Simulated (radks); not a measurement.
Q: These are the eigenvalues of the occupied orbitals of an atom or ion with whole-number occupations (eV). Calculated with a radial shooting solver on a logarithmic mesh with Libxc functionals: scalar-relativistic Kohn-Sham, BLYP, spin-polarised, spherical densities, point nucleus.

1s up: -10253.34
1s down: -10253.27
2s up: -1282.774
2s down: -1282.749
2p up: -1119.568
2p down: -1119.536
3s up: -168.2033
3s down: -168.1286
3p up: -119.0433
3p down: -118.9484
3d up: -39.3705
3d down: -39.1540
4s up: -26.7597

Which element is it, and in what charge state? The configuration may be excited. Open shells, if any, are filled with parallel spins first.

A: Z = 31, gallium, charge +2: Ga2+ in [Ar] 3d10 4s1. The list shows which subshells hold electrons but not how many an open one holds; the 1s level, -376.8 hartree, gives Z - s = 27.5 by -(Z - s)^2/2, which with screening and relativity narrows Z to a few neighbours, and the depths of the outer levels then fix element, charge and occupations together.
